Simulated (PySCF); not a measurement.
# Reading the logs of faulty runs: AlGeH3NO cation

Calculated results; nothing here was measured. They come from PySCF 2.14.0, an open-source quantum chemistry program, on an isolated molecule that a program drew, which may never have been made. The molecule is AlGeH3NO cation (charge +1, singlet), drawn as the SMILES string `[OH][GeH+][N]=[AlH]`.

Each row is a Hartree-Fock (HF) and frozen-core CCSD(T) single point in the cc-pV(D+d)Z basis, meant for a local HF minimum. Run 1 is clean. Each other run has one planted mistake out of seven kinds, and not every kind appears here: one electron removed, one electron added, multiplicity raised by two, geometry at a saddle point, minimal basis STO-3G, one bond length entered in bohr, all coordinates scaled. The reference is restricted for singlets and unrestricted otherwise, and also for a bond in bohr. Adding or removing an electron swaps singlet and doublet. Electrons count all cores. HOMO and LUMO are orbital energies over both spins, the gradient is its largest component, and the lowest frequency (negative if imaginary) is given only where the gradient is small. Bond lengths are over the 6 bonds as drawn. T1 is the CCSD diagnostic: over 0.02 (restricted) or 0.045 (unrestricted) a single reference is doubtful. Germanium has the cc-pVDZ-PP basis, with a core potential (ECP10MDF) in place of its 10 inner electrons, and its 3s, 3p and 3d shells are frozen in CCSD(T).

Geometry of the clean run:
```xyz
7
AlGeH3NO cation, angstrom
O     0.4554   -2.5922    1.0019
Ge    0.2200   -0.9653    0.5086
N     1.4054   -0.0693   -0.2903
Al    2.4525    0.9419   -1.0746
H     1.2861   -3.0182    0.8232
H    -1.1603   -0.5269    0.9034
H     3.4424    1.8671   -1.8049
```

| run | electrons | basis functions | <S^2> | HOMO (eV) | LUMO (eV) | gradient (hartree/bohr) | lowest frequency (cm^-1) | mean bond (Å) | longest bond (Å) | T1 | HF (hartree) | CCSD(T) (hartree) | mistake |
|---|---|---|---|---|---|---|---|---|---|---|---|---|---|
| 1 | 62 | 89 | 0.000 | -15.69 | -3.37 | 1.9e-05 | 91 | 1.5079 | 1.716 | 0.0197 | -666.12971 | -666.65073 | no fault |
| 2 | 62 | 89 | 0.999 | -13.88 | -4.00 | 2.3e-02 | - | 1.7624 | 3.243 | 0.0210 | -666.02658 | -666.50445 | one bond length entered in bohr |
| 3 | 63 | 89 | 0.909 | -4.48 | 1.47 | 3.5e-02 | - | 1.5079 | 1.716 | 0.0301 | -666.27160 | -666.81250 | one electron added |
| 4 | 61 | 89 | 0.759 | -23.56 | -11.57 | 6.7e-02 | - | 1.5079 | 1.716 | 0.0235 | -665.64425 | -666.11765 | one electron removed |
| 5 | 62 | 89 | 0.000 | -14.74 | -3.84 | 6.5e-02 | - | 1.6542 | 1.883 | 0.0265 | -666.06114 | -666.61195 | ? |
| 6 | 62 | 89 | 2.022 | -9.78 | -6.15 | 9.5e-02 | - | 1.5079 | 1.716 | 0.0407 | -665.98212 | -666.47525 | ? |

**Which mistake was planted in run 5, and what did it cost?**

The mean and the longest bond both change by the same factor, 1.097, and the gradient is no longer small. So the mistake is: all coordinates scaled. Subtracting run 1 and multiplying by 627.51 kcal/mol a hartree, the energy moved by 43.0 kcal/mol in HF and 24.3 kcal/mol in CCSD(T).

**Which mistake was planted in run 6, and what did it cost?**

Electrons, basis and geometry are unchanged, and <S^2> is 2.022, beside S(S+1) = 2.00 for a multiplicity of 3. So the mistake is: multiplicity raised by two. Subtracting run 1 and multiplying by 627.51 kcal/mol a hartree, the energy moved by 92.6 kcal/mol in HF and 110.1 kcal/mol in CCSD(T).

Cautions from the logs. Run 5: T1 is over the limit, so its CCSD(T) energy is less reliable.
